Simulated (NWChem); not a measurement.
**Atomisation of CdS**

```
Cd
S 1 2.2558
```
Charge 0, spin multiplicity 1.

Program: NWChem. Structure: optimised with PBE/def2-SVP with def2 effective core potentials on Cd, a minimum by its harmonic frequencies.

Basis set: def2-TZVP. The atomisation energy is electronic alone: no zero-point, thermal, spin-orbit or counterpoise terms. No value is extrapolated to the basis-set limit. Free atoms are single determinants with multiplicities Cd 1, S 3. Correlated methods freeze the same cores in atoms and molecule, 9 orbitals in all.

| method | atomisation energy (kcal/mol) | relative cost |
|---|---|---|
| HF | -15.0 | 1 |
| PBE0 | 22.3 | under 3 |
| BHandHLYP | 11.9 | under 3 |
| LDA (SVWN5) | 40.6 | under 3 |
| PBE | 27.2 | under 3 |
| B3LYP | 18.1 | under 3 |
| MP2 | 26.3 | under 3 |
| r2SCAN | 25.3 | under 3 |
| CCSD(T) | 20.7 | 10 |
| CAM-B3LYP | 16.3 | 20 |

The values span 55.6 kcal/mol, from HF (lowest) to LDA (SVWN5) (highest). Relative cost: rough, from shared machines, SCF included, HF = 1. Costs are the molecule's.

Effective core potentials replace the inner electrons of Cd; spin-orbit coupling is left out. B3LYP has NWChem's definition, with VWN1-RPA local correlation. GW and range-separated runs recompute their integrals, the others keep them in memory, which bears on the times. The structure started from a generated list of species. No SCF solution was tested for a lower state. Open-shell Hartree-Fock references start from PBE0 orbitals; any time given for them includes that run. No row is a measurement; the coupled-cluster row has its own basis-set and correlation limits.
